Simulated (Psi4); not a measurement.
AlCl2, doublet, geometry from GFN2-xTB (such geometries of metal compounds can be far from the true shape); CAM-B3LYP/3-21G in Psi4.

Here is a job for Psi4.
```
memory 2 GB

molecule {
0 2
  Al    0.00160221    0.63542259    0.02351302
  Cl    1.85128917   -0.24859337    0.01717242
  Cl   -1.85251440   -0.23731802   -0.03515296
}

set basis 3-21g
set reference uks
set basis_guess true

energy('cam-b3lyp')
print_variables()
```

### Question
Write the output that Psi4 gives for this input, abridged.

### Answer

```
  //>>>>>>>>>>>>>>>>>>>>>>>>>>>>>>>>>>>//
  //       Guess SCF, 3-21G Basis      //
  //<<<<<<<<<<<<<<<<<<<<<<<<<<<<<<<<<<<//

   => Loading Basis Set <=

    Name: 3-21G
    Role: ORBITAL
    Keyword: BASIS

         ---------------------------------------------------------
                           SCF Castup computation
         ---------------------------------------------------------
                                   SCF
               by Justin Turney, Rob Parrish, Andy Simmonett
                          and Daniel G. A. Smith
                              UKS Reference
         ---------------------------------------------------------

  ==> Geometry <==

    Molecular point group: c2v
    Full point group: C2v

    Geometry (in Angstrom), charge = 0, multiplicity = 2:

       Center              X                  Y                   Z               Mass
    ------------   -----------------  -----------------  -----------------  -----------------
         AL           0.000000000000     0.000000000000     0.634280650119    26.981538530000
         CL           1.852095162516     0.000000000000    -0.244701591380    34.968852682000
         CL          -1.852095162516    -0.000000000000    -0.244701591380    34.968852682000

  Running in c2v symmetry.

  Rotational constants: A =      1.12065  B =      0.07027  C =      0.06612 [cm^-1]
  Rotational constants: A =  33596.10466  B =   2106.58615  C =   1982.29005 [MHz]
  Nuclear repulsion =  155.377070838554232

  Charge       = 0
  Multiplicity = 2
  Electrons    = 47
  Nalpha       = 24
  Nbeta        = 23

  ==> Algorithm <==

  SCF Algorithm Type is DF.
  DIIS enabled.
  MOM disabled.
  Fractional occupation disabled.
  Guess Type is SAD.
  Energy threshold   = 1.00e-06
  Density threshold  = 1.00e-06
  Integral threshold = 1.00e-12

  ==> Primary Basis <==

  Basis Set: 3-21G
    Blend: 3-21G
    Number of shells: 21
    Number of basis functions: 39
    Number of Cartesian functions: 39
    Spherical Harmonics?: false
    Max angular momentum: 1

  ==> DFT Potential <==

   => LibXC <=

    Version 7.1.2
    S. Lehtola, C. Steigemann, M. J. T. Oliveira, and M. A. L. Marques,  SoftwareX 7, 1–5 (2018) (10.1016/j.softx.2017.11.002)

   => Composite Functional: CAM-B3LYP <=

    CAM-B3LYP Hyb-GGA Exchange-Correlation Functional

    T. Yanai, D. P. Tew, and N. C. Handy,  Chem. Phys. Lett. 393, 51 (2004) (10.1016/j.cplett.2004.06.011)

    Deriv               =              1
    GGA                 =           TRUE
    Meta                =          FALSE

    Exchange Hybrid     =           TRUE
    MP2 Hybrid          =          FALSE

   => Exchange Functionals <=

    0.3500         Becke 88 [omega = 0.3300]
    0.4600   Short-range recipe for B88 functional - erf [omega = 0.3300]

   => Exact (HF) Exchange <=

    0.4600            HF,LR [omega = 0.3300]
    0.1900               HF

   => Correlation Functionals <=

    0.1900   Vosko, Wilk & Nusair (VWN5)
    0.8100   Lee, Yang & Parr

   => LibXC Density Thresholds  <==

    XC_HYB_GGA_XC_CAM_B3LYP:  1.00E-14

   => Molecular Quadrature <=

    Radial Scheme          =       TREUTLER
    Pruning Scheme         =           NONE
    Nuclear Scheme         =       TREUTLER

    Blocking Scheme        =         OCTREE
    BS radius alpha        =              1
    Pruning alpha          =              1
    Radial Points          =             75
    Spherical Points       =            302
    Total Points           =          63887
    Total Blocks           =            572
    Max Points             =            256
    Max Functions          =             34
    Weights Tolerance      =       1.00E-15

   => Loading Basis Set <=

    Name: (3-21G AUX)
    Role: JKFIT
    Keyword: DF_BASIS_SCF

  ==> Integral Setup <==

  SCF_SUBTYPE=INCORE selected. In-core MEM_DF algorithm will be used.
  Using in-core AOs.

  ==> MemDFJK: Density-Fitted J/K Matrices <==

    J tasked:                   Yes
[...]
  @DF-UKS Final Energy: -1157.15357980647218
    Total Energy =                      -1157.1535798064721803
[...]
    Omega:                3.300E-01
    Algorithm:                 Core
    Schwarz Cutoff:           1E-12
    Mask sparsity (%):       5.1282
    Fitting Condition:        1E-10

   => Auxiliary Basis Set <=

  Basis Set: (3-21G AUX)
    Blend: DEF2-UNIVERSAL-JKFIT
    Number of shells: 114
    Number of basis functions: 465
    Number of Cartesian functions: 465
    Spherical Harmonics?: false
    Max angular momentum: 4

  Minimum eigenvalue in the overlap matrix is 4.6524475357E-02.
  Reciprocal condition number of the overlap matrix is 1.4917054359E-02.
    Using symmetric orthogonalization.

  ==> Pre-Iterations <==

  SCF Guess: Orbitals guess was supplied from a previous computation.

   -------------------------
    Irrep   Nso     Nmo
   -------------------------
     A1        17      17
     A2         3       3
     B1        13      13
     B2         6       6
   -------------------------
    Total      39      39
   -------------------------

  ==> Iterations <==

                           Total Energy        Delta E     RMS |[F,P]|

   @DF-UKS iter   0: -1157.15357980642466   -1.15715e+03   1.96271e-08
   @DF-UKS iter   1: -1157.15357980642580   -1.13687e-12   8.41165e-09 DIIS
  Energy and wave function converged.

  ==> Post-Iterations <==

   Electrons on quadrature grid:
      Nalpha   =   24.0000199201 ; deviation = 1.992e-05
      Nbeta    =   23.0000204530 ; deviation = 2.045e-05
      Ntotal   =   47.0000403732 ; deviation = 4.037e-05

   @Spin Contamination Metric:   1.817668364E-03
   @S^2 Expected:                7.500000000E-01
   @S^2 Observed:                7.518176684E-01
   @S   Expected:                5.000000000E-01
   @S   Observed:                5.000000000E-01

    Orbital Energies [Eh]
    ---------------------

    Alpha Occupied:

[...]
    Alpha Virtual:

[...]
    Beta Occupied:

[...]
    Beta Virtual:

[...]
      17A1     0.820049

    Final Occupation by Irrep:
             A1    A2    B1    B2
    DOCC [    10,    2,    8,    3 ]
    SOCC [     1,    0,    0,    0 ]
    NA   [    11,    2,    8,    3 ]
    NB   [    10,    2,    8,    3 ]

  @DF-UKS Final Energy: -1157.15357980642580

   => Energetics <=

    Nuclear Repulsion Energy =            155.3770708385542321
    One-Electron Energy =               -1910.5461003142193022
    Two-Electron Energy =                 655.4408096762319929
    DFT Exchange-Correlation Energy =     -57.4253600069927330
    Empirical Dispersion Energy =           0.0000000000000000
    VV10 Nonlocal Energy =                  0.0000000000000000
    Total Energy =                      -1157.1535798064257961

  UHF NO Occupations:
  HONO-2 :    3 B2 1.9997691
  HONO-1 :   10 A1 1.9994539
  HONO-0 :   11 A1 1.0000000
  LUNO+0 :   12 A1 0.0005461
  LUNO+1 :    4 B2 0.0002309
  LUNO+2 :    9 B1 0.0001224
  LUNO+3 :   13 A1 0.0000038

Computation Completed

Properties will be evaluated at   0.000000,   0.000000,   0.000000 [a0]

Properties computed using the SCF density matrix

 Multipole Moments:

 ------------------------------------------------------------------------------------
     Multipole            Electronic (a.u.)      Nuclear  (a.u.)        Total (a.u.)
 ------------------------------------------------------------------------------------

 L = 1.  Multiply by 2.5417464519 to convert [e a0] to [Debye]
 Dipole X            :          0.0000000            0.0000000            0.0000000
 Dipole Y            :          0.0000000            0.0000000            0.0000000
 Dipole Z            :          0.6956533           -0.1402284            0.5554249
 Magnitude           :                                                    0.5554249

 ------------------------------------------------------------------------------------

  Variable Map:
  ----------------------------------------------------------------------------
[...]
  Array Variable Map:
  ----------------------------------------------------------------------------
[...]
[...]
```
